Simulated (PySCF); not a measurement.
Vertical excitations of a molecule C₃H₆BNO from TDA-PBE/def2-SVPD (PySCF 2.14.0), as energy in eV (oscillator strength): 6.56 (0.000), 6.94 (0.005), 7.15 (0.008), 7.22 (0.001), 7.33 (0.002), 7.56 (0.001), 7.60 (0.015), 7.61 (0.053), 7.78 (0.061), 8.01 (0.011). Lowest triplet (TDA): 6.14 eV. Geometry optimised at ωB97X-D3(BJ)/def2-SVP. Other conformers were not sampled.

Task: Which structure fits?
(A) C=C=CB(N)O
(B) CB(C)N=C=O
(C) CB(O)CC#N
(D) OB1C=CCN1

Result: C, CB(O)CC#N
